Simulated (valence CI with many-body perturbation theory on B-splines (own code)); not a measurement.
# As27+: calculated level list

Calculated by configuration interaction combined with many-body perturbation theory (CI+MBPT): four valence electrons over a frozen Dirac-Fock core [He], radial functions for each j: 11 s, 11 p, 9 d, 7 f, 5 g, 2 h, 1 i, with the one-electron correlation potential Σ1 (screened to all orders), the two-electron term Σ2, the three-electron term Σ3, Breit, model QED; selected single and double excitations, second order for the rest (own B-spline code, finite nucleus).

The last digits are not significant, and no measured levels were compared; by estimate large intervals hold to a few tenths of a per cent, small ones and those within an open d or f shell to about a per cent. Among the levels kept, up to 260 cm⁻¹ of a level comes from second order outside the variational space, and about a tenth of that is noise between levels of different J, which matters for small intervals.

Levels 1 to 45 of 116, with energies above the lowest level, (2s^2 2p1/2^2) J=0. "Leading %" is the weight of the configuration and term that name the level; weights of strongly mixed levels are sums over their largest components and can fall short. In the jj column 3d3/2^4 stands for four electrons in 3d with j = 3/2.

```tsv
No.	Configuration	Term	J	E (eV)	Leading %	Leading jj	g
1	2s2.2p2	3P	0	0.0	81	2s^2 2p1/2^2 (96 %)	
2	2s2.2p2	3P	1	31.9	99	2s^2 2p1/2 2p3/2 (99 %)	1.495
3	2s2.2p2	3P	2	40.8	54	2s^2 2p1/2 2p3/2 (95 %)	1.266
4	2s2.2p2	1D	2	79.5	54	2s^2 2p3/2^2 (94 %)	1.222
5	2s2.2p2	1S	0	100.9	79	2s^2 2p3/2^2 (94 %)	
6	2s.2p3	5S°	2	113.6	83	2s 2p1/2^2 2p3/2 (61 %)	1.900
7	2s.2p3	3D°	1	155.8	65	2s 2p1/2^2 2p3/2 (77 %)	0.824
8	2s.2p3	3D°	2	162.2	68	2s 2p1/2 2p3/2^2 (70 %)	1.312
9	2s.2p3	3D°	3	173.9	100	2s 2p1/2 2p3/2^2 (100 %)	1.327
10	2s.2p3	3P°	0	192.8	100	2s 2p1/2 2p3/2^2 (100 %)	
11	2s.2p3	3P°	1	196.8	60	2s 2p1/2 2p3/2^2 (85 %)	1.292
12	2s.2p3	3P°	2	203.2	38	2s 2p1/2 2p3/2^2 (60 %)	1.269
13	2s.2p3	3S°	1	216.9	57	2s 2p1/2 2p3/2^2 (80 %)	1.621
14	2s.2p3	1D°	2	237.0	65	2s 2p3/2^3 (63 %)	1.162
15	2s.2p3	1P°	1	264.4	64	2s 2p3/2^3 (83 %)	1.240
16	2p4	3P	2	314.1	80	2p1/2^2 2p3/2^2 (96 %)	1.399
17	2p4	3P	0	335.2	64	2p1/2^2 2p3/2^2 (89 %)	
18	2p4	3P	1	350.4	99	2p1/2 2p3/2^3 (99 %)	1.495
19	2p4	1D	2	361.9	80	2p1/2 2p3/2^3 (96 %)	1.088
20	2p4	1S	0	414.5	63	2p3/2^4 (89 %)	
21	2s2.2p.3s	3P°	0	1651.1	97	2s^2 2p1/2 3s (97 %)	
22	2s2.2p.3s	3P°	1	1652.7	70	2s^2 2p1/2 3s (97 %)	1.354
23	2s2.2p.3p	3D	1	1681.1	69	2s^2 2p1/2 3p1/2 (97 %)	0.672
24	2s2.2p.3s	3P°	2	1692.5	96	2s^2 2p3/2 3s (96 %)	1.495
25	2s2.2p.3p	3P	0	1695.0	76	2s^2 2p1/2 3p1/2 (92 %)	
26	2s2.2p.3s	1P°	1	1696.3	70	2s^2 2p3/2 3s (97 %)	1.133
27	2s2.2p.3p	3P	1	1697.1	37	2s^2 2p1/2 3p3/2 (93 %)	1.445
28	2s2.2p.3p	3D	2	1698.5	68	2s^2 2p1/2 3p3/2 (93 %)	1.176
29	2s2.2p.3d	3F°	2	1726.3	74	2s^2 2p1/2 3d3/2 (98 %)	0.755
30	2s2.2p.3p	3P	1	1726.9	28	2s^2 2p3/2 3p1/2 (56 %)	1.539
31	2s.2p2.3s	5P	1	1729.5	55	2s 2p1/2^2 3s (45 %)	2.096
32	2s2.2p.3p	3P	2	1730.5	41	2s^2 2p3/2 3p1/2 (86 %)	1.266
33	2s2.2p.3p	3D	3	1734.4	96	2s^2 2p3/2 3p3/2 (96 %)	1.331
34	2s2.2p.3p	3S	1	1735.5	54	2s^2 2p3/2 3p3/2 (86 %)	1.595
35	2s2.2p.3d	3P°	2	1735.7	42	2s^2 2p1/2 3d5/2 (96 %)	1.255
36	2s2.2p.3d	3F°	3	1735.7	61	2s^2 2p1/2 3d5/2 (94 %)	1.116
37	2s2.2p.3d	3D°	1	1736.9	57	2s^2 2p1/2 3d3/2 (96 %)	0.797
38	2s.2p2.3s	3P	0	1741.9	81	2s 2p1/2^2 3s (70 %)	
39	2s2.2p.3p	1D	2	1745.7	53	2s^2 2p3/2 3p3/2 (83 %)	1.230
40	2s.2p2.3s	5P	2	1752.4	91	2s 2p1/2 2p3/2 3s (89 %)	1.788
41	2s2.2p.3p	1S	0	1758.4	70	2s^2 2p3/2 3p3/2 (90 %)	
42	2s.2p2.3p	5D°	0	1759.7	79	2s 2p1/2^2 3p1/2 (75 %)	
43	2s.2p2.3p	5D°	1	1760.5	47	2s 2p1/2^2 3p1/2 (72 %)	1.663
44	2s.2p2.3s	3P	1	1765.6	83	2s 2p1/2 2p3/2 3s (89 %)	1.548
45	2s.2p2.3s	5P	3	1765.9	80	2s 2p1/2 2p3/2 3s (75 %)	1.595
```

The ionisation energy to 2s2.2p 2P°_1/2 of the next ion comes out as 2942.4 eV (NIST: 2938 ± 3 eV (semi-empirical)). All 116 levels together are meant to be complete up to 1871.9 eV.
